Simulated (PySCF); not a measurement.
**Polarisability and C₆ of Tc+ (technetium, charge +1)**

[Kr] 4d5 5s1, high-spin 7S determinant. Calculation: PySCF 2.14, in aug-cc-pVTZ-DK (9s8p6d3f2g, 102 functions); scalar relativity by spin-free X2C-1e. Coupled (time-dependent) response in atomic units; α is the mean over directions.

```csv
method,mean α (bohr³),C₆ (like pair),S(−4)
PBE0,36.15,267.9,783.5
```

S(−4) is the Cauchy moment in α(ω) = α(0) + S(−4) ω² + …

α(iu) at PBE0:

| u (hartree) | α(iu) (bohr³) |
| --- | --- |
| 0 | 36.15 |
| 0.0500 | 34.32 |
| 0.100 | 30.04 |
| 0.200 | 21.21 |
| 0.300 | 15.44 |
| 0.500 | 9.648 |
| 0.750 | 6.435 |
| 1.00 | 4.730 |
| 1.50 | 2.932 |
| 2.00 | 2.003 |
| 3.00 | 1.095 |
| 5.00 | 0.4666 |

A single London oscillator, α(iu) = α/(1 + u²/ω²), gives C₆ = (3/4) ω α². Matching the computed C₆ needs ω = 4 × 267.9 / (3 × 36.15²) = 0.273 hartree.

For an ion, C₆ is the dispersion term alone; charge-induced terms of lower order in 1/R come first.
